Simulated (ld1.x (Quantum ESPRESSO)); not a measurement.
# LDA (PZ) RRKJ dataset for neodymium, scalar-relativistic all-electron reference.

Input for ld1.x (Quantum ESPRESSO) 7.5:

```
&input
   title='Nd', zed=60., rel=1, dft='PZ', iswitch=3,
   config='[Xe] 4f4 5d0 6s0 6p0',
   nld=4, rlderiv=3.10, eminld=-6.0, emaxld=5.0, deld=0.02
 /
 &inputp
   pseudotype=2, tm=.false., rho0=0.02, lloc=-1, rcloc=1.70,
   nlcc=.true., new_core_ps=.true., rcore=1.00,
   file_pseudopw='Nd.UPF', file_wfcaegen='ae.wfc', file_wfcncgen='nc.wfc', file_beta='beta', file_chi='chi'
 /
4
5S  1  0   2.00   0.00  1.60  1.60  0.0
5P  2  1   6.00   0.00  2.50  2.50  0.0
5D  3  2   0.00   0.00  2.85  2.85  0.0
4F  4  3   4.00   0.00  1.10  1.10  0.0
 &test
   configts(1)='4f4 5s2 5p6 5d0 6s0 6p0'
 /
```

Command:

```bash
ld1.x < Nd.in > Nd.out
```

Resulting log (shortened: banner, matrices, multipoles, cross overlaps and the repeated all-electron block are left out):

```
Program LD1 v.7.5
     --------------------------- All-electron run ----------------------------

     Nd
     scalar relativistic calculation

     atomic number is 60.00
     dft =PZ   lsd =0 sic =0 latt =0  beta=0.20 tr2=1.0E-14
     Exchange-correlation= PZ
                           (   1   1   0   0   0   0   0)
     mesh =1257 r(mesh) = 100.04854 a.u. xmin = -7.00 dx = 0.01250
     1 Ry =  13.60569312 eV, c = 137.03599908

     n l     nl                  e(Ry)          e(Ha)          e(eV)
     1 0     1S 1( 2.00)     -3187.8925     -1593.9463    -43373.4874
     2 0     2S 1( 2.00)      -516.4961      -258.2480     -7027.2868
     2 1     2P 1( 6.00)      -462.0344      -231.0172     -6286.2978
     3 0     3S 1( 2.00)      -112.7558       -56.3779     -1534.1203
     3 1     3P 1( 6.00)       -95.5793       -47.7897     -1300.4228
     4 0     4S 1( 2.00)       -23.1485       -11.5742      -314.9509
     4 1     4P 1( 6.00)       -17.5195        -8.7597      -238.3646
     3 2     3D 1(10.00)       -71.6926       -35.8463      -975.4277
     5 0     5S 1( 2.00)        -3.9429        -1.9715       -53.6461
     5 1     5P 1( 6.00)        -2.5836        -1.2918       -35.1514
     4 2     4D 1(10.00)        -9.5174        -4.7587      -129.4906
     4 3     4F 1( 4.00)        -1.0920        -0.5460       -14.8577
     5 2     5D 1( 0.00)        -1.0080        -0.5040       -13.7144
     6 0     6S 1( 0.00)        -0.9857        -0.4928       -13.4110
     6 1     6P 1( 0.00)        -0.6983        -0.3491        -9.5006

     final scf error:  3.7E-15 reached in  29 iterations

     Etot =  -19232.949367 Ry,   -9616.474684 Ha, -261677.606943 eV

     Ekin =   20466.121917 Ry,   10233.060959 Ha,  278455.774222 eV
     Encl =  -46671.400132 Ry,  -23335.700066 Ha, -634996.747812 eV
     Eh   =    7402.185963 Ry,    3701.092982 Ha,  100711.870659 eV
     Exc  =    -429.857116 Ry,    -214.928558 Ha,   -5848.504012 eV

     normalization and overlap integrals

     s(1S/1S) =  1.000000  <r> =   0.0236  <r2> =    0.0008  r(max) =   0.0151
     s(2S/2S) =  1.000000  <r> =   0.1010  <r2> =    0.0120  r(max) =   0.0857
     s(2P/2P) =  1.000000  <r> =   0.0888  <r2> =    0.0096  r(max) =   0.0693
     s(3S/3S) =  1.000000  <r> =   0.2667  <r2> =    0.0812  r(max) =   0.2449
     s(3P/3P) =  1.000000  <r> =   0.2647  <r2> =    0.0812  r(max) =   0.2389
     s(4S/4S) =  1.000000  <r> =   0.6077  <r2> =    0.4169  r(max) =   0.5659
     s(4P/4P) =  1.000000  <r> =   0.6436  <r2> =    0.4713  r(max) =   0.5875
     s(3D/3D) =  1.000000  <r> =   0.2418  <r2> =    0.0689  r(max) =   0.1956
     s(5S/5S) =  1.000000  <r> =   1.4687  <r2> =    2.4262  r(max) =   1.3240
     s(5P/5P) =  1.000000  <r> =   1.7138  <r2> =    3.3282  r(max) =   1.5003
     s(4D/4D) =  1.000000  <r> =   0.7077  <r2> =    0.5816  r(max) =   0.6176
     s(4F/4F) =  1.000000  <r> =   1.0815  <r2> =    1.5837  r(max) =   0.6657
     s(5D/5D) =  1.000000  <r> =   2.5788  <r2> =    7.7003  r(max) =   2.1026
     s(6S/6S) =  1.000000  <r> =   3.6104  <r2> =   14.5624  r(max) =   3.2975
     s(6P/6P) =  1.000000  <r> =   4.4051  <r2> =   21.7603  r(max) =   3.9775

     ------------------------ End of All-electron run ------------------------

     --------------------- Generating NC pseudopotential ---------------------

      Generating local potential from pseudized AE potential:
      Matching radius rcloc =   1.7000

      Local pseudo, rcloc= 1.700 Estimated cut-off energy=     8.28 Ry

      Computing core charge for nlcc:

       r > 1.01 : true rho core
      Core charge pseudized with two Bessel functions
      Integrated core pseudo-charge :  23.00

      Wfc   5S  rcut= 1.617  Estimated cut-off energy=       18.69 Ry
      Using 4 Bessel functions for this wfc, rho(0) = 0.020
      This function has    0 nodes for 0 < r <    1.617

      Wfc   5P  rcut= 2.474  Estimated cut-off energy=       29.91 Ry
      This function has    0 nodes for 0 < r <    2.474

      Wfc   5D  rcut= 2.874  Estimated cut-off energy=       28.31 Ry
      This function has    0 nodes for 0 < r <    2.874

      Wfc   4F  rcut= 1.111  Estimated cut-off energy=      238.49 Ry
      This function has    0 nodes for 0 < r <    1.111

     ------------------- End of pseudopotential generation -------------------

     Computing logarithmic derivative in   3.11717
     Computing logarithmic derivative in   3.11717
     Computing the partial wave expansion
     R is outside the sphere for l=    0 j= 0.00
     R is outside the sphere for l=    1 j= 0.00
     R is outside the sphere for l=    2 j= 0.00
     R is outside the sphere for l=    3 j= 0.00

     ---------------------- Testing the pseudopotential ----------------------

     Nd
     scalar relativistic calculation

     atomic number is 60.00   valence charge is 14.00
     dft =PZ   lsd =0 sic =0 latt =0  beta=0.20 tr2=1.0E-14
     mesh =1257 r(mesh) = 100.04854 xmin = -7.00 dx = 0.01250

     n l     nl             e AE (Ry)        e PS (Ry)    De AE-PS (Ry)
     4 3     4F   1( 4.00)       -1.09202       -1.09202       -0.00000
     1 0     5S   1( 2.00)       -3.94292       -3.94293        0.00001
     2 1     5P   1( 6.00)       -2.58358       -2.58358        0.00000
     3 2     5D   1( 0.00)       -1.00799       -1.00799        0.00000
     2 0     6S   1( 0.00)       -0.98569       -1.01305        0.02736  !
     3 1     6P   1( 0.00)       -0.69828       -0.70785        0.00957  !

     eps = 3.0E-16  iter =  4

     Etot =  -19232.949367 Ry,   -9616.474684 Ha, -261677.606943 eV
     Etotps =  -183.512662 Ry,     -91.756331 Ha,   -2496.816959 eV

     Ekin =     103.522890 Ry,      51.761445 Ha,    1408.500677 eV
     Encl =    -247.497208 Ry,    -123.748604 Ha,   -3367.371064 eV
     Ehrt =      88.419339 Ry,      44.209669 Ha,    1203.006387 eV
     Ecxc =     -89.890213 Ry,     -44.945107 Ha,   -1223.018659 eV
     (Ecc =     -69.718167 Ry,     -34.859083 Ha,    -948.563980 eV)
     Epseu=     -38.067469 Ry,     -19.033734 Ha,    -517.934300 eV

     ---------------------- End of pseudopotential test ----------------------
```

Generation and configuration tests took about 3.4 s on one core of a shared server CPU.

Transferability test of the new file with ld1.x, input:

```
&input
   title='Nd', zed=60., rel=1, dft='PZ', iswitch=2,
   config='[Xe] 4f4 5d0 6s0 6p0'
 /
 &test
   file_pseudo='Nd.UPF', nconf=10,
   configts(1)='4f4 5s2 5p6 5d0 6s0 6p0',
   configts(2)='4f4 5s2 5p6 5d0 6s2 6p0',
   configts(3)='4f4 5s2 5p6 5d0 6s1 6p0',
   configts(4)='4f3 5s2 5p6 5d0 6s0 6p0',
   configts(5)='4f4 5s2 5p6 5d0 6s0 6p2',
   configts(6)='4f4 5s2 5p6 5d0 6s1 6p1',
   configts(7)='4f3 5s2 5p6 5d0 6s2 6p0',
   configts(8)='4f4 5s1 5p6 5d0 6s2 6p0',
   configts(9)='4f4 5s2 5p6 5d0 6s0 6p0', lsdts(9)=1,
   configts(10)='4f4 5s2 5p6 5d0 6s2 6p0', lsdts(10)=1
 /
```

```bash
ld1.x < Nd.test.in > Nd.test.out
```

Pseudopotential blocks of its output, shortened (energy terms left out):

```
     ---------------------- Testing the pseudopotential ----------------------

     n l     nl             e AE (Ry)        e PS (Ry)    De AE-PS (Ry)
     4 3     4F   1( 4.00)       -1.09202       -1.09202       -0.00000
     1 0     5S   1( 2.00)       -3.94292       -3.94293        0.00001
     2 1     5P   1( 6.00)       -2.58358       -2.58358        0.00000
     3 2     5D   1( 0.00)       -1.00799       -1.00799        0.00000
     2 0     6S   1( 0.00)       -0.98569       -1.01305        0.02736  !
     3 1     6P   1( 0.00)       -0.69828       -0.70785        0.00957  !

     eps = 6.3E-15  iter = 18

     Etot =  -19232.949367 Ry,   -9616.474684 Ha, -261677.606944 eV
     Etotps =  -183.512664 Ry,     -91.756332 Ha,   -2496.816984 eV

     ---------------------- End of pseudopotential test ----------------------

          ---------------------- Testing the pseudopotential ----------------------

     n l     nl             e AE (Ry)        e PS (Ry)    De AE-PS (Ry)
     4 3     4F   1( 4.00)       -0.14239       -0.11574       -0.02664  !
     1 0     5S   1( 2.00)       -2.98189       -2.96012       -0.02177  !
     2 1     5P   1( 6.00)       -1.62875       -1.60896       -0.01979  !
     3 2     5D   1( 0.00)       -0.15137       -0.13919       -0.01218  !
     2 0     6S   1( 2.00)       -0.26747       -0.27069        0.00323
     3 1     6P   1( 0.00)       -0.09400       -0.09078       -0.00322

     eps = 8.3E-15  iter = 19

     Etot =  -19234.197787 Ry,   -9617.098894 Ha, -261694.592562 eV
     Etotps =  -184.784715 Ry,     -92.392358 Ha,   -2514.124129 eV
     dEtot_ae =      -1.248420 Ry
     dEtot_ps =      -1.272052 Ry,   Delta E=       0.023632 Ry

     ---------------------- End of pseudopotential test ----------------------

          ---------------------- Testing the pseudopotential ----------------------

     n l     nl             e AE (Ry)        e PS (Ry)    De AE-PS (Ry)
     4 3     4F   1( 4.00)       -0.58179       -0.56217       -0.01962  !
     1 0     5S   1( 2.00)       -3.42648       -3.41132       -0.01516  !
     2 1     5P   1( 6.00)       -2.07173       -2.05804       -0.01369  !
     3 2     5D   1( 0.00)       -0.55383       -0.54476       -0.00907  !
     2 0     6S   1( 1.00)       -0.62143       -0.63164        0.01021  !
     3 1     6P   1( 0.00)       -0.39541       -0.39473       -0.00068

     eps = 3.6E-15  iter = 19

     Etot =  -19233.757083 Ry,   -9616.878542 Ha, -261688.596477 eV
     Etotps =  -184.337524 Ry,     -92.168762 Ha,   -2508.039780 eV
     dEtot_ae =      -0.807716 Ry
     dEtot_ps =      -0.824860 Ry,   Delta E=       0.017145 Ry

     ---------------------- End of pseudopotential test ----------------------

          ---------------------- Testing the pseudopotential ----------------------

     n l     nl             e AE (Ry)        e PS (Ry)    De AE-PS (Ry)
     4 3     4F   1( 3.00)       -2.28690       -2.27885       -0.00804  !
     1 0     5S   1( 2.00)       -4.97437       -4.95822       -0.01615  !
     2 1     5P   1( 6.00)       -3.54520       -3.54126       -0.00394
     3 2     5D   1( 0.00)       -1.78477       -1.77114       -0.01363  !
     2 0     6S   1( 0.00)       -1.56841       -1.67963        0.11122  !
     3 1     6P   1( 0.00)       -1.20105       -1.23327        0.03222  !

     eps = 3.7E-15  iter = 19

     Etot =  -19231.276637 Ry,   -9615.638318 Ha, -261654.848281 eV
     Etotps =  -181.845216 Ry,     -90.922608 Ha,   -2474.130200 eV
     dEtot_ae =       1.672731 Ry
     dEtot_ps =       1.667448 Ry,   Delta E=       0.005283 Ry

     ---------------------- End of pseudopotential test ----------------------

          ---------------------- Testing the pseudopotential ----------------------

     n l     nl             e AE (Ry)        e PS (Ry)    De AE-PS (Ry)
     4 3     4F   1( 4.00)       -0.31161       -0.30107       -0.01054  !
     1 0     5S   1( 2.00)       -3.15725       -3.14748       -0.00977  !
     2 1     5P   1( 6.00)       -1.80136       -1.79244       -0.00892  !
     3 2     5D   1( 0.00)       -0.28295       -0.27681       -0.00614  !
     2 0     6S   1( 0.00)       -0.36179       -0.37271        0.01092  !
     3 1     6P   1( 2.00)       -0.16708       -0.16743        0.00035

     eps = 7.7E-15  iter = 23

     Etot =  -19233.830234 Ry,   -9616.915117 Ha, -261689.591750 eV
     Etotps =  -184.400374 Ry,     -92.200187 Ha,   -2508.894894 eV
     dEtot_ae =      -0.880867 Ry
     dEtot_ps =      -0.887710 Ry,   Delta E=       0.006843 Ry

     ---------------------- End of pseudopotential test ----------------------

          ---------------------- Testing the pseudopotential ----------------------

     n l     nl             e AE (Ry)        e PS (Ry)    De AE-PS (Ry)
     4 3     4F   1( 4.00)       -0.23057       -0.21101       -0.01955  !
     1 0     5S   1( 2.00)       -3.07328       -3.05716       -0.01613  !
     2 1     5P   1( 6.00)       -1.71897       -1.70436       -0.01461  !
     3 2     5D   1( 0.00)       -0.22076       -0.21153       -0.00923  !
     2 0     6S   1( 1.00)       -0.31868       -0.32577        0.00709  !
     3 1     6P   1( 1.00)       -0.13486       -0.13369       -0.00118

     eps = 7.9E-15  iter = 19

     Etot =  -19234.019544 Ry,   -9617.009772 Ha, -261692.167443 eV
     Etotps =  -184.599126 Ry,     -92.299563 Ha,   -2511.599065 eV
     dEtot_ae =      -1.070177 Ry
     dEtot_ps =      -1.086463 Ry,   Delta E=       0.016286 Ry

     ---------------------- End of pseudopotential test ----------------------

          ---------------------- Testing the pseudopotential ----------------------

     n l     nl             e AE (Ry)        e PS (Ry)    De AE-PS (Ry)
     4 3     4F   1( 3.00)       -1.14132       -1.02490       -0.11642  !
     1 0     5S   1( 2.00)       -3.83633       -3.75033       -0.08600  !
     2 1     5P   1( 6.00)       -2.42161       -2.35372       -0.06789  !
     3 2     5D   1( 0.00)       -0.75329       -0.70330       -0.04998  !
     2 0     6S   1( 2.00)       -0.72715       -0.73887        0.01172  !
     3 1     6P   1( 0.00)       -0.46549       -0.45722       -0.00828  !

     eps = 5.2E-15  iter = 18

     Etot =  -19233.579482 Ry,   -9616.789741 Ha, -261686.180091 eV
     Etotps =  -184.230784 Ry,     -92.115392 Ha,   -2506.587513 eV
     dEtot_ae =      -0.630115 Ry
     dEtot_ps =      -0.718121 Ry,   Delta E=       0.088006 Ry

     ---------------------- End of pseudopotential test ----------------------

          ---------------------- Testing the pseudopotential ----------------------

     n l     nl             e AE (Ry)        e PS (Ry)    De AE-PS (Ry)
     4 3     4F   1( 4.00)       -0.97230       -0.89603       -0.07627  !
     1 0     5S   1( 1.00)       -3.78639       -3.74063       -0.04576  !
     2 1     5P   1( 6.00)       -2.39174       -2.35243       -0.03931  !
     3 2     5D   1( 0.00)       -0.74985       -0.72324       -0.02662  !
     2 0     6S   1( 2.00)       -0.72610       -0.73569        0.00959  !
     3 1     6P   1( 0.00)       -0.46445       -0.46074       -0.00371

     eps = 7.6E-15  iter = 22

     Etot =  -19230.827190 Ry,   -9615.413595 Ha, -261648.733242 eV
     Etotps =  -181.444755 Ry,     -90.722377 Ha,   -2468.681653 eV
     dEtot_ae =       2.122178 Ry
     dEtot_ps =       2.067909 Ry,   Delta E=       0.054269 Ry

     ---------------------- End of pseudopotential test ----------------------

          ---------------------- Testing the pseudopotential ----------------------

     n l     nl             e AE (Ry)        e PS (Ry)    De AE-PS (Ry)
     4 3     4F   1( 4.00)       -1.15299       -1.15813        0.00514  !
     1 0     5S   1( 1.00)       -3.98980       -3.99180        0.00200
     2 1     5P   1( 3.00)       -2.62033       -2.62302        0.00269
     3 2     5D   1( 0.00)       -1.02509       -1.02492       -0.00017
     2 0     6S   1( 0.00)       -0.99334       -1.02211        0.02877  !
     3 1     6P   1( 0.00)       -0.70274       -0.71349        0.01075  !
     4 3     4F   2( 0.00)       -0.97990       -0.96802       -0.01188  !
     1 0     5S   2( 1.00)       -3.86544       -3.86228       -0.00315
     2 1     5P   2( 3.00)       -2.52366       -2.51907       -0.00459
     3 2     5D   2( 0.00)       -0.97999       -0.98065        0.00066
     2 0     6S   2( 0.00)       -0.97023       -0.99308        0.02284  !
     3 1     6P   2( 0.00)       -0.68659       -0.69368        0.00709  !

     eps = 7.4E-15  iter = 19

     Etot =  -19233.123234 Ry,   -9616.561617 Ha, -261679.972519 eV
     Etotps =  -183.703631 Ry,     -91.851815 Ha,   -2499.415223 eV
     dEtot_ae =      -0.173867 Ry
     dEtot_ps =      -0.190967 Ry,   Delta E=       0.017101 Ry

     ---------------------- End of pseudopotential test ----------------------

          ---------------------- Testing the pseudopotential ----------------------

     n l     nl             e AE (Ry)        e PS (Ry)    De AE-PS (Ry)
     4 3     4F   1( 4.00)       -0.19649       -0.17434       -0.02215  !
     1 0     5S   1( 1.00)       -3.02496       -3.00530       -0.01966  !
     2 1     5P   1( 3.00)       -1.66241       -1.64536       -0.01705  !
     3 2     5D   1( 0.00)       -0.16316       -0.15102       -0.01214  !
     2 0     6S   1( 1.00)       -0.27238       -0.27651        0.00413
     3 1     6P   1( 0.00)       -0.09620       -0.09346       -0.00274
     4 3     4F   2( 0.00)       -0.02906       -0.00872       -0.02034  !
     1 0     5S   2( 1.00)       -2.90186       -2.87711       -0.02474  !
     2 1     5P   2( 3.00)       -1.56730       -1.54315       -0.02415  !
     3 2     5D   2( 0.00)       -0.13183       -0.12073       -0.01110  !
     2 0     6S   2( 1.00)       -0.25924       -0.26044        0.00120
     3 1     6P   2( 0.00)       -0.09079       -0.08711       -0.00368

     eps = 8.1E-16  iter = 18

     Etot =  -19234.366944 Ry,   -9617.183472 Ha, -261696.894053 eV
     Etotps =  -184.969130 Ry,     -92.484565 Ha,   -2516.633222 eV
     dEtot_ae =      -1.417576 Ry
     dEtot_ps =      -1.456467 Ry,   Delta E=       0.038890 Ry

     ---------------------- End of pseudopotential test ----------------------
```
